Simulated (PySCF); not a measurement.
CH₇AlP₂.

```xyz
11

Al     0.3406    -0.1512    -0.1385
C      2.1275    -0.6705    -0.7698
H      2.0792    -1.6405    -1.2985
H      2.8500    -0.7870     0.0554
H      2.5382     0.0619    -1.4862
P     -0.2644    -0.4257     2.1065
H      0.2471    -1.7542     2.2107
H     -1.6100    -0.8237     1.8523
P     -1.0805     1.1045    -1.5124
H     -2.2800     0.4272    -1.1431
H     -0.8449     0.3221    -2.6828
```
Charge 0, spin multiplicity 1.

Geometry optimised at TPSSh-D3(BJ)/def2-SVP. The structure was generated by enumeration; whether it is a known compound was not checked. One conformer was computed; it need not be the lowest.

Calculation: PySCF with KT2/pcSseg-1. Non-relativistic, no solvent.

Computed absolute GIAO shielding of each atom: isotropic value and principal components (ppm):
| atom | σ(iso) | σ11 | σ22 | σ33 | span |
|---|---|---|---|---|---|
| Al1 | 218.3 | 144.7 | 158.4 | 351.8 | 207.2 |
| C2 | 184.2 | 170.7 | 186.2 | 195.7 | 25.1 |
| H3 | 31.3 | 27.9 | 28.2 | 37.8 | 9.8 |
| H4 | 30.8 | 26.5 | 28.9 | 37.1 | 10.6 |
| H5 | 30.8 | 26.6 | 28.8 | 37.1 | 10.5 |
| P6 | 581.3 | 538.3 | 574.9 | 630.7 | 92.4 |
| H7 | 29.5 | 25.0 | 26.8 | 36.9 | 11.9 |
| H8 | 29.6 | 24.7 | 27.4 | 36.7 | 11.9 |
| P9 | 582.4 | 538.5 | 577.5 | 631.1 | 92.6 |
| H10 | 29.6 | 24.8 | 27.4 | 36.7 | 12.0 |
| H11 | 29.6 | 25.0 | 26.8 | 36.9 | 11.9 |
